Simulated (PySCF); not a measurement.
## Spin states of BeI⁺

Unrestricted PBE0; Be aug-cc-pVDZ, I aug-cc-pVDZ-PP with ECP28; scalar-relativistic core potentials (PySCF 2.14). Outer shells of the fragments: Be+ 2s1; I 4d10 5s2 5p5.

Followed along the bond (rough minima from three points):

```
2Ms+1  unpaired  ⟨S²⟩ at the start  R at minimum (Å)  Te (eV)
    1      none               0.00              2.08     0.00
    1  σ ↑, π ↓               1.00              2.46     1.86
    3  σ ↑, π ↑               2.00  none in the scan   ≤ 1.83
```

Solutions found at the starting distance of 2.370 Å, counted from the lowest of them; the search is not exhaustive and high or unbound solutions are not listed, so other states can lie among these:

| 2Ms+1 | unpaired | term | E (eV) | ⟨S²⟩ | ⟨Lz²⟩ | μ (D) |
| --- | --- | --- | --- | --- | --- | --- |
| 1 | none | ¹Σ⁺ | 0.00 | 0.00 | 0.00 | -9.81 |
| 3 | σ ↑, π ↑ | ³Π | 1.32 | 2.00 | 1.01 | -3.47 |
| 1 | σ ↑, π ↓ | mixed | 1.37 | 1.00 | 1.00 | -3.43 |
| 3 | σ ↑↑ | ³Σ⁺ | 3.17 | 2.01 | 0.00 | -4.03 |
| 3 | π ↑↑ | mixed | 3.69 | 2.01 | 2.01 | -5.52 |
| 1 | π ↑↓ | mixed | 3.87 | 1.02 | 2.01 | -5.47 |

A term symbol is given only where ⟨S²⟩ and ⟨Lz²⟩ are close to those of a pure state; real π, δ and φ orbitals otherwise mix terms. A positive dipole points towards I; it is taken about the centre of mass and depends on that origin.

Spin–orbit coupling is left out. Counting both spins, an empty level lies below a filled one in some of these solutions, because spin and occupation are held.
